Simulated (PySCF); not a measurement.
# Energy of Sb⁺ (antimony, charge +1) between two integer charges

The 5p alpha orbital of [Kr] 4d10 5s2 5p2 is emptied in steps (occupation f), with all orbitals relaxed, ending at [Kr] 4d10 5s2 5p1. Computed with PySCF 2.14 in def2-SVP with the def2 core potential (28 electrons) (4s4p2d, 26 functions), with a scalar-relativistic core potential. The exact energy is a straight line in f; departures are measured from the line between the end points of the same method.

Problem. Among UHF, LDA, PBE, PBE0, r2SCAN, LC-wPBE, BHandHLYP, wB97X, TPSS, HSE06, which shows the largest delocalisation error (convex curve), and which is closest to linear?

Solution. Most convex: LDA (-1.016 eV at f = 0.5); closest to linear: LC-wPBE (-0.065 eV).

```json
{"f": "1", "UHF (eV)": "0.000", "LDA (eV)": "0.000", "PBE (eV)": "0.000", "PBE0 (eV)": "0.000", "r2SCAN (eV)": "0.000", "LC-wPBE (eV)": "0.000", "BHandHLYP (eV)": "0.000", "wB97X (eV)": "0.000", "TPSS (eV)": "0.000", "HSE06 (eV)": "0.000"}
{"f": "0.75", "UHF (eV)": "0.070", "LDA (eV)": "-0.759", "PBE (eV)": "-0.735", "PBE0 (eV)": "-0.534", "r2SCAN (eV)": "-0.691", "LC-wPBE (eV)": "-0.052", "BHandHLYP (eV)": "-0.354", "wB97X (eV)": "-0.112", "TPSS (eV)": "-0.717", "HSE06 (eV)": "-0.614"}
{"f": "0.5", "UHF (eV)": "0.092", "LDA (eV)": "-1.016", "PBE (eV)": "-0.980", "PBE0 (eV)": "-0.709", "r2SCAN (eV)": "-0.910", "LC-wPBE (eV)": "-0.065", "BHandHLYP (eV)": "-0.472", "wB97X (eV)": "-0.155", "TPSS (eV)": "-0.952", "HSE06 (eV)": "-0.819"}
{"f": "0.25", "UHF (eV)": "0.068", "LDA (eV)": "-0.763", "PBE (eV)": "-0.734", "PBE0 (eV)": "-0.529", "r2SCAN (eV)": "-0.670", "LC-wPBE (eV)": "-0.044", "BHandHLYP (eV)": "-0.354", "wB97X (eV)": "-0.121", "TPSS (eV)": "-0.709", "HSE06 (eV)": "-0.613"}
{"f": "0", "UHF (eV)": "0.000", "LDA (eV)": "0.000", "PBE (eV)": "0.000", "PBE0 (eV)": "0.000", "r2SCAN (eV)": "0.000", "LC-wPBE (eV)": "0.000", "BHandHLYP (eV)": "0.000", "wB97X (eV)": "0.000", "TPSS (eV)": "0.000", "HSE06 (eV)": "0.000"}
```

| method | E(f=0) − E(f=1) (eV) | −ε at f=1 (eV) | −ε at f=0.5 (eV) |
| --- | --- | --- | --- |
| UHF | 15.995 | 16.375 | 15.989 |
| LDA | 16.665 | 12.633 | 16.655 |
| PBE | 16.490 | 12.573 | 16.495 |
| PBE0 | 16.545 | 13.693 | 16.558 |
| r2SCAN | 16.666 | 12.954 | 16.722 |
| LC-wPBE | 16.645 | 16.354 | 16.665 |
| BHandHLYP | 16.423 | 14.538 | 16.422 |
| wB97X | 16.320 | 15.734 | 16.298 |
| TPSS | 16.482 | 12.658 | 16.500 |
| HSE06 | 16.537 | 13.264 | 16.539 |

Reference removal energy between the ground levels: 16.626 ± 0.025 eV (measured; NIST Atomic Spectra Database, ionization energies). The calculation has no spin-orbit coupling. UHF lacks correlation.
